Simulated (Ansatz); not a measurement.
Coupled-cluster run, `F[B]1[NH][GeH2]1`.

```yaml
crystal:
  periodic: [false, false, false]
  atoms:
    - {symbol: F, position_ang: [-0.998737, -2.247667, 0.212643]}
    - {symbol: B, position_ang: [-0.441542, -1.058965, 0.113002]}
    - {symbol: N, position_ang: [0.618220, -0.372259, 0.617891]}
    - {symbol: Ge, position_ang: [-0.292250, 0.808386, -0.596741]}
    - {symbol: H, position_ang: [1.389126, -0.488768, 1.256784]}
    - {symbol: H, position_ang: [-0.826047, 2.061906, 0.119272]}
    - {symbol: H, position_ang: [0.612531, 1.229267, -1.768551]}
basis:
  gaussian: {orbitals: def2-SVP}
correlation: {method: ccsd_t}
```

```sh
$ ansatz run in.yaml --threads 2 --pin off --events-out ev --progress --plain --max-ram 4352MiB
```

The program prints (abridged):

```
Functional definition: HF
883 factors; integrals over basis functions are off by at most 1.4e-3 eV
mean field evaluation 1: about -61367.2922 eV, gradient 3.6e1 eV
mean field evaluation 2: about -61367.3540 eV, gradient 3.6e1 eV
mean field evaluation 4: about -61370.4019 eV, gradient 3.2e0 eV
mean field evaluation 8: about -61370.4473 eV, gradient 4.2e-4 eV
mean field -61370.44727055 eV, -2255.3223388094 hartree, gradient 3.6e-6 eV, S^2 0.000000; 0 other end points of the search recorded, 0 dependent functions left out
12 core orbitals not correlated: weight in the atoms' cores, before any rotation towards them, 1.000 or more for the frozen orbitals, at most 0.000 for the correlated occupied ones
reference -61370.44727055 eV, -2255.3223388094 hartree; 16, 16 occupied and 61, 61 virtual orbitals, 883 factors
second order -18.00536223 eV of doubles, -0.00000000 eV of singles
cycle   1  -17.82460133 eV  change    1.8e-1 eV  update   1.1e-1
cycle   2  -18.35300114 eV  change   -5.3e-1 eV  update   3.2e-2
cycle   3  -18.46153535 eV  change   -1.1e-1 eV  update   1.7e-2
cycle   4  -18.44965224 eV  change    1.2e-2 eV  update   3.7e-3
cycle   5  -18.44882132 eV  change    8.3e-4 eV  update   1.6e-3
cycle   6  -18.44941621 eV  change   -5.9e-4 eV  update   5.1e-4
cycle   7  -18.44912844 eV  change    2.9e-4 eV  update   1.9e-4
cycle   8  -18.44909955 eV  change    2.9e-5 eV  update   6.7e-5
cycle   9  -18.44911911 eV  change   -2.0e-5 eV  update   2.7e-5
perturbative correction -0.55168758 eV, -0.0202741448 hartree
Total energy: -61389.44807725 eV, -2256.0206055764 hartree
```

Hardware: 2 threads of an Arm Neoverse V1 on a shared host. Wall time 4.6 s, peak host memory 0.36 GiB.

The correlation energy is -19.001 eV, 2.9 % of it from (T); the T1 diagnostic reads 0.0136.
